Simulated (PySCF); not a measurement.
Gas-phase equilibrium of 1 mol H2S, 0.36 mol SO2 at 1200 K and 0.0100 bar, among 21 species (S2O, SO2, O2, O, S2, S6, HO2, H2S2, H2O, H, H2O2, H2S, O3, SO, SH, H2, S8, S, SO3, H2SO4, OH). Only gases are allowed; each row takes one source of thermochemistry for all species, and Cantera finds the minimum.

Energies from PySCF (xtb for GFN2), thermal terms from the rigid-rotor harmonic-oscillator model, ideal gas at 1 bar. † marks an energy on the PBE0/def2-TZVP geometry and frequencies; other levels use their own. CCSD(T) freezes the core. 6-31G* has spherical d functions here. Open shells (unrestricted) among the columns below: O (multiplicity 3, electronic degeneracy 9), S2 (multiplicity 3), SH (multiplicity 2, electronic degeneracy 4), S (multiplicity 3, electronic degeneracy 9), OH (multiplicity 2, electronic degeneracy 4); the rest are closed-shell singlets. GFN2 has no spin-polarisation term. Spin-orbit splitting is ignored; it lowers the true energy and changes the entropy of O, SH, S, OH. CCSD(T) isn't extrapolated to the basis-set limit. The harmonic model lacks anharmonicity and excited electronic states, which grow with temperature; levels with a mode under 35 cm⁻¹ are left out. Warning, large T1 diagnostic: S2O, SO2 (CCSD(T)/def2-SVP†).

Molecules larger than those listed are left out.

With CCSD(T)/def2-SVP† thermochemistry: S 0.00022, H2O 0.46, S2 0.36, H2S 0.13, H2 0.045, SO2 1.5e-5, SH 0.0030, O 1.4e-10, S2O 9.0e-7, OH 6.3e-7.

### Question
How far does the composition move with the other sources (GFN2-xTB, HF/6-31G*, PBE0/def2-TZVP, r2SCAN/def2-TZVP†, ωB97X-V/def2-TZVP†)?

### Answer
| thermochemistry | x S | x H2O | x S2 | x H2S | x H2 | x SO2 | x SH | x O | x S2O | x OH |
|---|---|---|---|---|---|---|---|---|---|---|
| CCSD(T)/def2-SVP† | 0.00022 | 0.46 | 0.36 | 0.13 | 0.045 | 1.5e-5 | 0.0030 | 1.4e-10 | 9.0e-7 | 6.3e-7 |
| GFN2-xTB | 2.0e-7 | 0.24 | 0.27 | 0.19 | 0.19 | 0.10 | 0.0013 | <1e-12 | 0.0078 | <1e-12 |
| HF/6-31G* | 0.47 | 0.30 | 0.028 | 0.015 | 0.10 | 1.8e-8 | 0.062 | 0.016 | 2.3e-12 | 0.0071 |
| PBE0/def2-TZVP | 1.4e-6 | 0.43 | 0.37 | 0.096 | 0.091 | 0.0061 | 0.00044 | <1e-12 | 0.00013 | 1.2e-7 |
| r2SCAN/def2-TZVP† | 5.9e-7 | 0.38 | 0.37 | 0.057 | 0.17 | 0.028 | 0.00029 | <1e-12 | 0.00044 | 1.4e-7 |
| ωB97X-V/def2-TZVP† | 1.8e-6 | 0.38 | 0.33 | 0.17 | 0.083 | 0.037 | 0.00067 | <1e-12 | 0.00015 | 1.1e-7 |
The most sensitive of these is O: it spans a factor of 10^10.2 over these rows; at this temperature one factor of ten is RT ln 10 = 23 kJ/mol.
